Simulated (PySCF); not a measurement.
Vertical excitations of a molecule CH6Cl2Si2 from TDA-PBE/def2-SVPD in PySCF, as energy in eV (oscillator strength): 6.31 (0.009), 6.45 (0.002), 6.64 (0.007), 6.72 (0.005), 6.87 (0.005), 6.88 (0.003), 6.95 (0.042), 7.03 (0.003), 7.04 (0.010), 7.21 (0.008). Lowest triplet (TDA): 6.09 eV. Geometry optimised at PBE0-D3(BJ)/def2-SVP. The values are those of a single conformer.

Problem. Pick the molecule that these values belong to.
A. C[Si]([SiH3])(Cl)Cl
B. Cl[SiH2]C[SiH2]Cl
C. C[SiH2][SiH](Cl)Cl
D. [SiH3]C[SiH](Cl)Cl

Solution. B, Cl[SiH2]C[SiH2]Cl
